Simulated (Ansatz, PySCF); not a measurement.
This triplet lies 0.67 eV below the relaxed singlet at the level B3LYP/cc-pVTZ // PBE0-D3(BJ)/def2-TZVP (Ansatz, an electronic-structure program).

## C2HN, SMILES `[CH]C#N` (lower triplet) (charge 0, multiplicity 3)

Computed with PBE0-D3(BJ)/def2-TZVP in PySCF.

- highest occupied spin orbital = -8.07 eV
- dipole moment = 3.16 D
- total energy = -131.3130 Ha
- cost = around 24 core-seconds (rough)

```xyz
4

C     -0.6887    -0.0210     0.1888
C      0.6018     0.0112     0.0154
N      1.7923     0.0377    -0.0625
H     -1.7053    -0.0279    -0.1417
```
Charge 0, spin multiplicity 3.
